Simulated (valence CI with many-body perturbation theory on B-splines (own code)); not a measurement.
Forbidden lines of Er46+

Level of theory: configuration interaction combined with many-body perturbation theory (CI+MBPT): four valence electrons over a frozen Dirac-Fock core [Ar], radial functions for each j: 7 s, 7 p, 8 d, 6 f, 4 g, 1 h, with the one-electron correlation potential Σ1 (screened to all orders), the two-electron term Σ2, the three-electron term Σ3, Breit, model QED; selected single and double excitations, second order for the rest, scaled by the run's own slope (own B-spline code, finite nucleus).

No measured spectrum was set against this ion. As an estimate, large intervals hold to a few tenths of a per cent, small ones and those within an open d or f shell to about a per cent. Excitations out of the core, of the other parity, are not computed and may begin above about 214 eV (a cautious bound); beyond it only levels of the ground parity were kept, without lifetimes. Only levels of the ground parity were solved; by the run's estimate the other parity begins above the list, which can be wrong where configurations are misplaced.

Lines 1 to 50 of 115 in falling wavelength, among levels below 1727600 cm⁻¹, chosen from the decays that carry over 1 % of a level's rate. Wavelengths and rates use the calculated energies. Electric multipoles are in the length gauge, E1 and E2 with the static RPA response of the core. S is in atomic units (e²a₀⁴ for E2 and M2, e²a₀⁶ for E3), for M1 in squared Bohr magnetons. Weak lines are less certain than strong ones. Lines between different terms over intervals too small for the method are left out, as are lines whose strength nearly cancels. The highest levels of a list are the least certain.

Levels are named by their leading jj configuration (3d3/2^4 stands for four electrons in 3d with j = 3/2), which in mixed levels can hold well under half, so a name can repeat and another be missing. Letters in brackets count levels of one name in rising energy.

| λ vac (nm) | Upper | Lower | Type | A (s⁻¹) | S (a.u.) |
| --- | --- | --- | --- | --- | --- |
| 467.7 | (3d3/2^2 3d5/2^2) J=6 | (3d3/2^2 3d5/2^2) J=5 | M1 | 7.27e+01 | 3.59e+00 |
| 372.0 | (3d3/2^3 3d5/2) J=3 | (3d3/2^3 3d5/2) J=2 | M1 | 2.77e+02 | 3.70e+00 |
| 245.4 | (3d3/2^3 3d5/2) J=3 | (3d3/2^3 3d5/2) J=4 | M1 | 6.28e+02 | 2.41e+00 |
| 111.6 | (3d3/2^2 3d5/2^2) J=4 [b] | (3d3/2^2 3d5/2^2) J=3 [a] | M1 | 4.94e+03 | 2.29e+00 |
| 103.9 | (3d3/2^2 3d5/2^2) J=1 | (3d3/2^2 3d5/2^2) J=0 [a] | M1 | 1.10e+04 | 1.37e+00 |
| 97.92 | (3d3/2^3 3d5/2) J=2 | (3d3/2^3 3d5/2) J=1 | M1 | 1.94e+04 | 3.38e+00 |
| 80.87 | (3d3/2^2 3d5/2^2) J=2 [d] | (3d3/2^2 3d5/2^2) J=2 [c] | M1 | 1.54e+04 | 1.51e+00 |
| 78.63 | (3d3/2^2 3d5/2^2) J=2 [b] | (3d3/2^2 3d5/2^2) J=2 [a] | M1 | 1.12e+04 | 1.01e+00 |
| 71.70 | (3d3/2^2 3d5/2^2) J=4 [c] | (3d3/2^2 3d5/2^2) J=3 [b] | M1 | 7.09e+03 | 8.72e-01 |
| 66.78 | (3d3/2 3d5/2^3) J=0 | (3d3/2 3d5/2^3) J=1 [a] | M1 | 2.60e+04 | 2.87e-01 |
| 51.64 | (3d3/2 3d5/2^3) J=3 [b] | (3d3/2^2 3d5/2^2) J=2 [d] | M1 | 1.68e+04 | 6.00e-01 |
| 50.07 | (3d3/2^2 3d5/2^2) J=4 [c] | (3d3/2^2 3d5/2^2) J=5 | M1 | 5.08e+03 | 2.13e-01 |
| 47.63 | (3d3/2 3d5/2^3) J=1 [b] | (3d3/2^2 3d5/2^2) J=0 [b] | M1 | 6.95e+04 | 8.35e-01 |
| 46.85 | (3d3/2^2 3d5/2^2) J=2 [d] | (3d3/2^2 3d5/2^2) J=2 [b] | M1 | 1.22e+04 | 2.33e-01 |
| 46.09 | (3d3/2^2 3d5/2^2) J=2 [c] | (3d3/2^2 3d5/2^2) J=2 [a] | M1 | 1.79e+04 | 3.25e-01 |
| 44.22 | (3d3/2^2 3d5/2^2) J=2 [d] | (3d3/2^2 3d5/2^2) J=3 [b] | M1 | 4.50e+03 | 7.21e-02 |
| 43.18 | (3d3/2 3d5/2^3) J=3 [c] | (3d3/2 3d5/2^3) J=4 [a] | M1 | 1.24e+04 | 2.60e-01 |
| 41.02 | (3d3/2^2 3d5/2^2) J=4 [c] | (3d3/2^2 3d5/2^2) J=4 [a] | M1 | 5.31e+04 | 1.22e+00 |
| 39.18 | (3d3/2^2 3d5/2^2) J=2 [d] | (3d3/2^2 3d5/2^2) J=1 | M1 | 3.22e+03 | 3.59e-02 |
| 38.18 | (3d3/2 3d5/2^3) J=2 [b] | (3d3/2 3d5/2^3) J=3 [a] | M1 | 3.84e+04 | 3.96e-01 |
| 35.22 | (3d3/2^2 3d5/2^2) J=4 [a] | (3d3/2^3 3d5/2) J=3 | M1 | 1.00e+05 | 1.46e+00 |
| 33.50 | (3d3/2^2 3d5/2^2) J=3 [a] | (3d3/2^3 3d5/2) J=3 | M1 | 5.28e+05 | 5.15e+00 |
| 33.31 | (3d3/2 3d5/2^3) J=3 [c] | (3d3/2^2 3d5/2^2) J=2 [d] | M1 | 7.42e+04 | 7.12e-01 |
| 33.26 | (3d3/2^2 3d5/2^2) J=2 [a] | (3d3/2^3 3d5/2) J=2 | M1 | 2.94e+05 | 2.00e+00 |
| 33.04 | (3d3/2 3d5/2^3) J=3 [a] | (3d3/2^2 3d5/2^2) J=4 [b] | M1 | 8.74e+04 | 8.18e-01 |
| 33.04 | (3d3/2 3d5/2^3) J=2 [a] | (3d3/2^2 3d5/2^2) J=2 [c] | M1 | 9.24e+04 | 6.18e-01 |
| 32.88 | (3d3/2 3d5/2^3) J=1 [b] | (3d3/2^2 3d5/2^2) J=2 [d] | M1 | 3.23e+05 | 1.28e+00 |
| 32.68 | (3d5/2^4) J=2 | (3d3/2 3d5/2^3) J=3 [c] | M1 | 1.47e+05 | 9.51e-01 |
| 31.66 | (3d3/2^2 3d5/2^2) J=2 [d] | (3d3/2^2 3d5/2^2) J=3 [a] | M1 | 1.33e+04 | 7.80e-02 |
| 31.52 | (3d3/2 3d5/2^3) J=3 [b] | (3d3/2^2 3d5/2^2) J=2 [c] | M1 | 2.46e+04 | 2.00e-01 |
| 30.80 | (3d3/2^2 3d5/2^2) J=4 [a] | (3d3/2^3 3d5/2) J=4 | M1 | 8.24e+05 | 8.03e+00 |
| 30.73 | (3d3/2^2 3d5/2^2) J=3 [a] | (3d3/2^3 3d5/2) J=2 | M1 | 3.86e+05 | 2.90e+00 |
| 30.61 | (3d3/2 3d5/2^3) J=1 [a] | (3d3/2^2 3d5/2^2) J=2 [b] | M1 | 1.20e+05 | 3.84e-01 |
| 30.47 | (3d3/2^3 3d5/2) J=1 | (3d3/2^4) J=0 | M1 | 9.00e+05 | 2.83e+00 |
| 30.16 | (3d5/2^4) J=4 | (3d3/2 3d5/2^3) J=3 [b] | M1 | 1.03e+05 | 9.40e-01 |
| 29.56 | (3d3/2 3d5/2^3) J=2 [b] | (3d3/2^2 3d5/2^2) J=2 [d] | M1 | 6.73e+04 | 3.22e-01 |
| 29.36 | (3d3/2^2 3d5/2^2) J=2 [d] | (3d3/2^2 3d5/2^2) J=2 [a] | M1 | 2.39e+03 | 1.12e-02 |
| 29.09 | (3d3/2 3d5/2^3) J=5 | (3d3/2^2 3d5/2^2) J=4 [b] | M1 | 4.06e+05 | 4.08e+00 |
| 28.62 | (3d3/2^2 3d5/2^2) J=0 [b] | (3d3/2^2 3d5/2^2) J=1 | M1 | 4.16e+05 | 3.62e-01 |
| 28.17 | (3d3/2 3d5/2^3) J=4 [a] | (3d3/2^2 3d5/2^2) J=5 | M1 | 1.03e+05 | 7.66e-01 |
| 27.14 | (3d3/2 3d5/2^3) J=1 [a] | (3d3/2^2 3d5/2^2) J=1 | M1 | 5.56e+05 | 1.24e+00 |
| 27.12 | (3d3/2^2 3d5/2^2) J=5 | (3d3/2^3 3d5/2) J=4 | M1 | 4.69e+05 | 3.82e+00 |
| 26.14 | (3d3/2 3d5/2^3) J=5 | (3d3/2^2 3d5/2^2) J=6 | M1 | 2.37e+05 | 1.72e+00 |
| 26.01 | (3d3/2 3d5/2^3) J=4 [a] | (3d3/2^2 3d5/2^2) J=3 [a] | M1 | 4.94e+05 | 2.90e+00 |
| 25.90 | (3d3/2^2 3d5/2^2) J=1 | (3d3/2^3 3d5/2) J=2 | M1 | 9.91e+05 | 1.92e+00 |
| 25.85 | (3d3/2 3d5/2^3) J=3 [c] | (3d3/2^2 3d5/2^2) J=4 [c] | M1 | 5.51e+05 | 2.47e+00 |
| 25.76 | (3d3/2^2 3d5/2^2) J=4 [b] | (3d3/2^3 3d5/2) J=3 | M1 | 1.77e+05 | 1.01e+00 |
| 25.76 | (3d3/2^2 3d5/2^2) J=3 [b] | (3d3/2^3 3d5/2) J=3 | M1 | 1.15e+05 | 5.08e-01 |
| 25.73 | (3d3/2 3d5/2^3) J=6 | (3d3/2^2 3d5/2^2) J=6 | M1 | 4.59e+05 | 3.77e+00 |
| 25.63 | (3d3/2^2 3d5/2^2) J=6 | (3d3/2^3 3d5/2) J=4 | E2 | 2.10e+01 | 2.69e-04 |
